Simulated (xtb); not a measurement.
Harmonic IR lines of one isomer of C$_{2}$H$_{6}$OSi, unscaled. All values below come from GFN2-xTB run with xtb 6.7.1.

| wavenumber (cm⁻¹) | relative intensity |
|---|---|
| 277 | 22 |
| 315 | 37 |
| 339 | 4.5 |
| 444 | 12 |
| 625 | 13 |
| 693 | 9.0 |
| 760 | 12 |
| 781 | 45 |
| 1059 | 16 |
| 1122 | 26 |
| 1129 | 12 |
| 1274 | 5.3 |
| 1333 | 21 |
| 1407 | 4.4 |
| 2299 | 100 |
| 2829 | 24 |
| 2950 | 8.7 |
| 3107 | 6.7 |

Name which structure gives these lines.
A. `CC(O)=[SiH2]`
B. `C/C=[SiH]\O`
C. `O[C@@H]1C[SiH2]1`
D. `C=[SiH]CO`

D, `C=[SiH]CO`
